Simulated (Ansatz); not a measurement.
Harmonic vibrations of CH2ClNOSi, SMILES `O[SiH]1N=C1Cl` by finite differences.

```yaml
crystal:
  periodic: [false, false, false]
  atoms:
    - {symbol: O, position_ang: [-0.554891, -0.830670, 1.530237]}
    - {symbol: Si, position_ang: [0.397610, -0.493683, 0.260464]}
    - {symbol: N, position_ang: [-0.257715, -0.286877, -1.371264]}
    - {symbol: C, position_ang: [0.158152, 0.821876, -0.890582]}
    - {symbol: Cl, position_ang: [0.093053, 2.379513, -1.611326]}
    - {symbol: H, position_ang: [-1.443767, -0.469446, 1.550445]}
    - {symbol: H, position_ang: [1.668658, -1.188812, 0.486127]}
basis:
  gaussian: {orbitals: def2-TZVP}
hamiltonian: {xc: pbe0, dispersion: d4}
phonons: {temperatures: {t_min: 298.15, t_max: 900, t_step: 200}}
```

```sh
$ ansatz run in.yaml --threads 2 --pin off --events-out ev --progress --plain --max-ram 4352MiB
```

It prints (some lines left out):

```
Functional definition: PBE0
mean field -24996.75741919 eV, -918.6138917447 hartree, gradient 4.8e-5 eV, S^2 0.000000; 0 other end points of the search recorded, 0 dependent functions left out
mean field -24996.75722236 eV, -918.6138845112 hartree, gradient 1.8e-6 eV, S^2 0.000000; 0 other end points of the search recorded, 0 dependent functions left out
mean field -24996.75724328 eV, -918.6138852799 hartree, gradient 1.8e-6 eV, S^2 0.000000; 0 other end points of the search recorded, 0 dependent functions left out
mean field -24996.75737422 eV, -918.6138900920 hartree, gradient 1.8e-6 eV, S^2 0.000000; 0 other end points of the search recorded, 0 dependent functions left out
mean field -24996.75739434 eV, -918.6138908314 hartree, gradient 1.8e-6 eV, S^2 0.000000; 0 other end points of the search recorded, 0 dependent functions left out
mean field -24996.75737091 eV, -918.6138899703 hartree, gradient 1.8e-6 eV, S^2 0.000000; 0 other end points of the search recorded, 0 dependent functions left out
mean field -24996.75733141 eV, -918.6138885187 hartree, gradient 1.8e-6 eV, S^2 0.000000; 0 other end points of the search recorded, 0 dependent functions left out
mean field -24996.75731868 eV, -918.6138880510 hartree, gradient 1.8e-6 eV, S^2 0.000000; 0 other end points of the search recorded, 0 dependent functions left out
mean field -24996.75728676 eV, -918.6138868780 hartree, gradient 1.8e-6 eV, S^2 0.000000; 0 other end points of the search recorded, 0 dependent functions left out
mean field -24996.75731381 eV, -918.6138878720 hartree, gradient 1.8e-6 eV, S^2 0.000000; 0 other end points of the search recorded, 0 dependent functions left out
mean field -24996.75735733 eV, -918.6138894714 hartree, gradient 1.8e-6 eV, S^2 0.000000; 0 other end points of the search recorded, 0 dependent functions left out
mean field -24996.75728798 eV, -918.6138869225 hartree, gradient 1.8e-6 eV, S^2 0.000000; 0 other end points of the search recorded, 0 dependent functions left out
mean field -24996.75725354 eV, -918.6138856571 hartree, gradient 1.8e-6 eV, S^2 0.000000; 0 other end points of the search recorded, 0 dependent functions left out
mean field -24996.75737981 eV, -918.6138902974 hartree, gradient 1.8e-6 eV, S^2 0.000000; 0 other end points of the search recorded, 0 dependent functions left out
mean field -24996.75738817 eV, -918.6138906046 hartree, gradient 1.8e-6 eV, S^2 0.000000; 0 other end points of the search recorded, 0 dependent functions left out
mean field -24996.75726130 eV, -918.6138859422 hartree, gradient 1.7e-6 eV, S^2 0.000000; 0 other end points of the search recorded, 0 dependent functions left out
mean field -24996.75728477 eV, -918.6138868045 hartree, gradient 1.8e-6 eV, S^2 0.000000; 0 other end points of the search recorded, 0 dependent functions left out
mean field -24996.75731197 eV, -918.6138878041 hartree, gradient 1.8e-6 eV, S^2 0.000000; 0 other end points of the search recorded, 0 dependent functions left out
mean field -24996.75734370 eV, -918.6138889702 hartree, gradient 1.8e-6 eV, S^2 0.000000; 0 other end points of the search recorded, 0 dependent functions left out
mean field -24996.75738001 eV, -918.6138903046 hartree, gradient 1.8e-6 eV, S^2 0.000000; 0 other end points of the search recorded, 0 dependent functions left out
mean field -24996.75737583 eV, -918.6138901511 hartree, gradient 1.8e-6 eV, S^2 0.000000; 0 other end points of the search recorded, 0 dependent functions left out
mean field -24996.75722342 eV, -918.6138845500 hartree, gradient 1.8e-6 eV, S^2 0.000000; 0 other end points of the search recorded, 0 dependent functions left out
mean field -24996.75721970 eV, -918.6138844133 hartree, gradient 1.7e-6 eV, S^2 0.000000; 0 other end points of the search recorded, 0 dependent functions left out
mean field -24996.75730945 eV, -918.6138877116 hartree, gradient 1.8e-6 eV, S^2 0.000000; 0 other end points of the search recorded, 0 dependent functions left out
mean field -24996.75731984 eV, -918.6138880936 hartree, gradient 1.8e-6 eV, S^2 0.000000; 0 other end points of the search recorded, 0 dependent functions left out
mean field -24996.75741528 eV, -918.6138916009 hartree, gradient 1.8e-6 eV, S^2 0.000000; 0 other end points of the search recorded, 0 dependent functions left out
mean field -24996.75741570 eV, -918.6138916163 hartree, gradient 1.8e-6 eV, S^2 0.000000; 0 other end points of the search recorded, 0 dependent functions left out
mean field -24996.75740756 eV, -918.6138913173 hartree, gradient 1.8e-6 eV, S^2 0.000000; 0 other end points of the search recorded, 0 dependent functions left out
mean field -24996.75731909 eV, -918.6138880659 hartree, gradient 1.8e-6 eV, S^2 0.000000; 0 other end points of the search recorded, 0 dependent functions left out
mean field -24996.75738166 eV, -918.6138903653 hartree, gradient 1.8e-6 eV, S^2 0.000000; 0 other end points of the search recorded, 0 dependent functions left out
mean field -24996.75742674 eV, -918.6138920218 hartree, gradient 1.8e-6 eV, S^2 0.000000; 0 other end points of the search recorded, 0 dependent functions left out
mean field -24996.75727894 eV, -918.6138865905 hartree, gradient 1.8e-6 eV, S^2 0.000000; 0 other end points of the search recorded, 0 dependent functions left out
mean field -24996.75727049 eV, -918.6138862799 hartree, gradient 1.8e-6 eV, S^2 0.000000; 0 other end points of the search recorded, 0 dependent functions left out
mean field -24996.75739132 eV, -918.6138907203 hartree, gradient 1.8e-6 eV, S^2 0.000000; 0 other end points of the search recorded, 0 dependent functions left out
mean field -24996.75739819 eV, -918.6138909727 hartree, gradient 1.8e-6 eV, S^2 0.000000; 0 other end points of the search recorded, 0 dependent functions left out
mean field -24996.75741729 eV, -918.6138916746 hartree, gradient 1.8e-6 eV, S^2 0.000000; 0 other end points of the search recorded, 0 dependent functions left out
mean field -24996.75740913 eV, -918.6138913750 hartree, gradient 1.8e-6 eV, S^2 0.000000; 0 other end points of the search recorded, 0 dependent functions left out
mean field -24996.75736442 eV, -918.6138897316 hartree, gradient 1.8e-6 eV, S^2 0.000000; 0 other end points of the search recorded, 0 dependent functions left out
mean field -24996.75737921 eV, -918.6138902751 hartree, gradient 1.8e-6 eV, S^2 0.000000; 0 other end points of the search recorded, 0 dependent functions left out
mean field -24996.75740304 eV, -918.6138911511 hartree, gradient 1.8e-6 eV, S^2 0.000000; 0 other end points of the search recorded, 0 dependent functions left out
mean field -24996.75740142 eV, -918.6138910913 hartree, gradient 1.8e-6 eV, S^2 0.000000; 0 other end points of the search recorded, 0 dependent functions left out
mean field -24996.75741347 eV, -918.6138915344 hartree, gradient 1.8e-6 eV, S^2 0.000000; 0 other end points of the search recorded, 0 dependent functions left out
mean field -24996.75740843 eV, -918.6138913492 hartree, gradient 1.8e-6 eV, S^2 0.000000; 0 other end points of the search recorded, 0 dependent functions left out
Total energy: -24996.90726657 eV, -918.6193985342 hartree
Atom 0 at    -0.554891    -0.830670     1.530237 Å, force    -0.001801     0.001821    -0.002485 eV/Å
Atom 1 at     0.397610    -0.493683     0.260464 Å, force     0.001601    -0.001227     0.001521 eV/Å
Atom 2 at    -0.257715    -0.286877    -1.371264 Å, force    -0.000740    -0.001511    -0.000228 eV/Å
Atom 3 at     0.158152     0.821876    -0.890582 Å, force     0.000313    -0.001799     0.001328 eV/Å
Atom 4 at     0.093053     2.379513    -1.611326 Å, force    -0.000363     0.003096    -0.000797 eV/Å
Atom 5 at    -1.443767    -0.469446     1.550445 Å, force     0.002010    -0.000745     0.000538 eV/Å
Atom 6 at     1.668658    -1.188812     0.486127 Å, force    -0.001019     0.000365     0.000122 eV/Å
Dipole moment:    -0.043873    -0.027700     0.435219 e Å
Vibrations: 147.57 258.71 286.81 356.73 415.92 472.87 620.74 727.04 795.32 883.00 953.71 1130.80 1573.23 2329.80 3907.89 cm⁻¹, zero-point energy 0.921213 eV
```

Run time 110 s (2 threads of an Intel Xeon on a shared host); peak host memory 0.48 GiB.
